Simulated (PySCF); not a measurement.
**Ionisation energy of Zn⁺ by level of theory**

Zn⁺ [Ar] 3d10 4s1 (2S) → Zn²⁺ [Ar] 3d10 (1S), as a difference of total energies. All numbers are calculated (PySCF 2.14, the non-relativistic Hamiltonian (point nucleus), in def2-QZVPPD (11s6p5d4f2g, 100 functions)). Correlated levels: valence and next inner shell: [Ne] frozen. The calculations carry no spin-orbit coupling.

| method | ionisation energy (eV) |
| --- | --- |
| UHF | 16.570 |
| MP2 (valence and next inner shell) | 17.645 |
| SCS-MP2 (valence and next inner shell) | 17.454 |
| CCSD (valence and next inner shell) | 17.501 |
| CCSD(T) (valence and next inner shell) | 17.594 |

Question: How much does correlation contribute at CCSD(T) (valence and next inner shell)?

Answer: 17.594 − (16.570) = 1.024 eV, measured against UHF.

These non-relativistic numbers lack the scalar-relativistic shift.

Errors of the correlated levels include the incompleteness of this basis and the frozen core.

For comparison: 17.964 eV (measured; NIST Atomic Spectra Database, ionization energies).
